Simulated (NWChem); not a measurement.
Molecule: disulfane (H₂S₂); SMILES SS

```xyz
4

S      0.0207    -1.0361     0.0782
S     -0.0207     1.0361     0.0782
H     -0.9320    -1.2508    -0.8618
H      0.9320     1.2508    -0.8618
```
Atoms are numbered in this order, from 1.

Results from NWChem. Geometry: optimised at PBE0/def2-SVP. Solvent water, SMD (1 M gas to 1 M solution), gas-phase geometry.

**Question.** Taking PBE0/def2-QZVP as the yardstick, which of these has the fewest basis functions while keeping “solvation free energy (kcal/mol)” within 1.0 kcal/mol of it: PBE0/aug-pcseg-1; PBE0/pcseg-1; PBE0/pcseg-2; PBE0/def2-TZVPP; PBE0/3-21G?

**Answer.** PBE0/pcseg-1.
```json
[
 {"level": "PBE0/3-21G", "basis functions": "30", "solvation free energy (kcal/mol)": "-3.0"},
 {"level": "PBE0/pcseg-1", "basis functions": "46", "solvation free energy (kcal/mol)": "-2.4"},
 {"level": "PBE0/aug-pcseg-1", "basis functions": "72", "solvation free energy (kcal/mol)": "-2.0"},
 {"level": "PBE0/pcseg-2", "basis functions": "96", "solvation free energy (kcal/mol)": "-1.9"},
 {"level": "PBE0/def2-TZVPP", "basis functions": "112", "solvation free energy (kcal/mol)": "-1.7"},
 {"level": "PBE0/def2-QZVP", "basis functions": "200", "solvation free energy (kcal/mol)": "-1.7"}
]
```

The yardstick is one finite set, not the basis-set limit.
